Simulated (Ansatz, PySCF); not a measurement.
C3H11AlSi, singlet, at a GFN2-xTB geometry (such geometries of metal compounds can be far from the true shape). Base run: CASSCF(6,6)/STO-3G (PySCF).

PySCF was given this input:
```python
from pyscf import gto, scf, mcscf
import numpy

mol = gto.M(
    atom='''
Si    1.447941    0.298222   -0.638312
C     2.383834   -1.048704    0.351786
Al   -0.883496    0.177443    0.058037
C    -2.190315    1.590272   -0.470803
C    -1.526260   -1.339805    1.186104
H     1.770515    0.032476   -2.064168
H     2.178005    1.563691   -0.366109
H     2.286572   -0.875662    1.420664
H     1.974772   -2.033549    0.141674
H     3.442774   -1.074220    0.115927
H    -3.064973    1.177416   -0.988811
H    -1.757209    2.341304   -1.143595
H    -2.589096    2.141088    0.390255
H    -0.729877   -2.000211    1.549820
H    -2.064100   -0.982847    2.074307
H    -2.236660   -1.981937    0.649413
''',
    basis='sto-3g',
    charge=0,
    spin=0,
    verbose=4,
)

mf = scf.RHF(mol)
mf.kernel()
mc = mcscf.CASSCF(mf, 6, 6)
mc.fix_spin_(ss=0.0)
mc.kernel()
occ = numpy.linalg.eigvalsh(mc.fcisolver.make_rdm1(mc.ci, mc.ncas, mc.nelecas))[::-1]
ss = mc.fcisolver.spin_square(mc.ci, mc.ncas, mc.nelecas)[0]
print('natural occupations', occ.round(4), ' <S^2>', round(ss, 4))
```

Programs used: Ansatz (a first-principles code), PySCF; a row that names a program was run with it.

Each row names what was changed in the base input (with any setting that the change needs).

| change | ΔE vs base (mEh) | natural occupations | <S^2> of the state |
|---|---|---|---|
| base | 0.000 | 1.98 1.97 1.97 0.03 0.02 0.02 | 0.00 |
| active space = 2 electrons, 3 orbitals | 31.665 | 1.98 0.02 0.00 | 0.00 |
| correction = SC-NEVPT2 | -203.4 | 1.98 1.97 1.97 0.03 0.02 0.02 | 0.00 |
| start = MP2 natural orbitals | 3.865 | 1.98 1.98 1.98 0.03 0.02 0.02 | 0.00 |
| active space = 6 electrons, 8 orbitals | 2.167 | 1.98 1.98 1.97 0.03 0.02 0.02 0.00 0.00 | 0.00 |
| active space = 10 electrons, 8 orbitals | 3.033 | 2.00 2.00 1.98 1.98 1.97 0.03 0.02 0.02 | 0.00 |
| code = ansatz; correction = SC-NEVPT2, all electrons | -206.2 | - | - |
| active space = 8 electrons, 8 orbitals | -13.879 | 1.98 1.98 1.97 1.97 0.03 0.02 0.02 0.02 | 0.00 |
| state_average = 2 states | 22.234 | - | - |
| active space = 10 electrons, 9 orbitals | -14.986 | 2.00 1.98 1.98 1.97 1.97 0.03 0.03 0.02 0.02 | 0.00 |
| orbitals = fixed (CASCI) | 33.357 | 2.00 2.00 1.99 0.01 0.01 0.00 | 0.00 |

Active orbitals are taken around the Fermi level unless the row says otherwise; CASSCF can end in different local minima, and two programs can end on different orbitals. State-averaged rows give the lowest state.
